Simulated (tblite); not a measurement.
C6H10FS (doublet state).
SMILES with atom numbers: `[F:1][CH2:2][CH:3][C@H:4]1[CH2:5][CH2:6][S:7][CH2:8]1` (hydrogens: H9, H10 on C2; H11 on C3; H12 on C4; H13, H14 on C5; H15, H16 on C6; H17, H18 on C8)

Structure optimised with GFN2-xTB, isolated species. This method treats the open shell by occupation alone, without spin polarisation.

Some entries are withheld.

| coordinate | value |
| --- | --- |
| F1–C2 | 1.400 Å |
| C2–C3 | 1.472 Å |
| C3–C4 | 1.470 Å |
| C4–C5 | 1.533 Å |
| C5–C6 | ? |
| C6–S7 | 1.836 Å |
| S7–C8 | ? |
| C4–C8 | ? |
| C2–H9 | 1.094 Å |
| C2–H10 | 1.099 Å |
| C3–H11 | 1.078 Å |
| C4–H12 | 1.096 Å |
| C5–H13 | 1.091 Å |
| C5–H14 | 1.090 Å |
| C6–H15 | 1.088 Å |
| C6–H16 | 1.090 Å |
| C8–H17 | 1.090 Å |
| C8–H18 | 1.087 Å |
| F1–C2–C3 | 111.3° |
| C2–C3–C4 | 122.2° |
| C3–C4–C5 | 114.4° |
| C3–C4–C8 | ? |
| C5–C4–C8 | 103.6° |
| C4–C5–C6 | ? |
| C5–C6–S7 | 107.0° |
| C6–S7–C8 | 93.3° |
| C4–C8–S7 | ? |

Task: Estimate the withheld lengths and angles.

Result: 
- C5–C6 = 1.520 Å, drawn single (ends: carbon bonded to 2 C and 2 H; carbon bonded to C, S and 2 H); equal to the sum of covalent radii, 1.52 Å.
- S7–C8 = 1.817 Å, drawn single (ends: sulfur bonded to 2 C; carbon bonded to C, S and 2 H); 0.01 Å above the sum of covalent radii, 1.81 Å.
- C4–C8 = 1.546 Å, drawn single (ends: carbon bonded to 3 C and H; carbon bonded to C, S and 2 H); 0.03 Å above the sum of covalent radii, 1.52 Å.
- C3–C4–C8 = 110.9°, at the carbon bonded to 3 C and H; the outer atoms are 2.484 Å apart.
- C4–C5–C6 = 106.9°, at the carbon bonded to 2 C and 2 H, inside a 5-membered ring; the outer atoms are 2.453 Å apart.
- C4–C8–S7 = 105.3°, at the carbon bonded to C, S and 2 H, inside a 5-membered ring; the outer atoms are 2.679 Å apart.

Radii are Cordero's, carbon taken as 0.76, 0.73 or 0.69 Å for four, three, and two or fewer neighbours.

Its GFN2-xTB frequencies are all real (lowest 22 cm⁻¹). Torsions: F1–C2–C3–C4 107°, C2–C3–C4–C5 154°, C3–C4–C5–C6 171°, C4–C5–C6–S7 -33°, C5–C6–S7–C8 5°, C6–S7–C8–C4 24°. 3 starts were optimised and ended at 0.00, 0.24 and 0.54 kcal/mol (GFN2-xTB); the lowest of these is shown.

The run took 1.3 s wall on an AMD EPYC with one thread, shared host. This is the geometry optimisation.

One conformer stands for the species.

These are computed values.
